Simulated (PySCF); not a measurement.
A calculated (M06-2X, PySCF 2.14, cc-pVDZ, no relativity, point nucleus) atom or ion has these occupied shells.

```
shell  electrons  orbital energy (eV)  rms radius, mean of both spins (bohr)
 1s α          1              -4447.4                                 0.0852
 1s β          1              -4447.3                                 0.0852
 2s α          1              -499.46                                  0.374
 2s β          1              -499.14                                  0.374
 2p α          3              -415.13                                  0.341
 2p β          3              -414.89                                  0.341
 3s α          1              -69.321                                   1.16
 3s β          1              -68.236                                   1.16
 3p α          3              -46.101                                   1.27
 3p β          3              -44.978                                   1.27
 3d α          1              -13.769                                   1.89
 4s α          1              -11.654                                   3.55
```

Q: Name the element and its charge.

A: Sc⁺ (scandium, charge +1), in [Ar] 3d1 4s1, high-spin 3D determinant.
